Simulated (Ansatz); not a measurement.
`[O]=[Sb]` radical, 2 atoms. The species carries charge 0 and has multiplicity 2. Correlated methods include outer-core shells of Sb, which these sets cover unevenly. Sb takes the def2 core potential. Hardware: A = 2 threads of an AMD EPYC 7R13 on a shared host; B = 2 threads of an AMD EPYC 7R13 on a shared host and a share of an NVIDIA H100 80 GB. Correlated methods freeze the cores. Open-shell runs search over several starts.

Q: Give the basis size and wall time and peak host memory of each of these runs in Ansatz. UKS PBE0-D4/def2-QZVPP energy [A]; UKS PBE0-D4/def2-SVP energy [A]; UKS PBE0-D4/def2-TZVP relaxation (3 steps) [A]; direct RPA on PBE orbitals/def2-TZVPP energy [A]; UKS HSE06 (plane-wave form)-D4/def2-TZVPP energy [A]; UKS B3LYP-D4/def2-TZVPP energy and forces [A]; UKS BLYP-D4/def2-TZVPP energy [A]; UHF-CCSD(T)/def2-QZVPP energy [B]; UKS ωB97M-V/def2-QZVPP energy [A]; UHF-CCSD(T)/def2-TZVPP energy [A]; UKS r2SCAN-D4/def2-TZVPP energy and forces [A]; UHF-CCSD(T)/def2-SVP energy [A]. (Best estimate.)

A: Computed: Other jobs shared the machine, so times are rough.

```tsv
level	job	functions	wall time	peak host memory (GiB)
UKS PBE0-D4/def2-SVP	energy [A]	40	0.75 s	0.24
UKS BLYP-D4/def2-TZVPP	energy [A]	81	1.7 s	0.24
direct RPA on PBE orbitals/def2-TZVPP	energy [A]	81	1.8 s	0.24
UKS HSE06 (plane-wave form)-D4/def2-TZVPP	energy [A]	81	2.1 s	0.24
UHF-CCSD(T)/def2-SVP	energy [A]	40	2.2 s	0.24
UKS B3LYP-D4/def2-TZVPP	energy and forces [A]	81	2.2 s	0.24
UKS PBE0-D4/def2-QZVPP	energy [A]	139	2.7 s	0.26
UKS r2SCAN-D4/def2-TZVPP	energy and forces [A]	81	3.5 s	0.24
UKS ωB97M-V/def2-QZVPP	energy [A]	139	6 s	0.36
UKS PBE0-D4/def2-TZVP	relaxation (3 steps) [A]	81	6 s	0.24
UHF-CCSD(T)/def2-TZVPP	energy [A]	81	9.5 s	0.43
UHF-CCSD(T)/def2-QZVPP	energy [B]	139	11 s	0.82
```

B3LYP here is the variant with VWN-RPA as its local correlation; programs differ in this. The UHF reference is spin-contaminated (⟨S²⟩ = 1.50, T1 = 0.086).
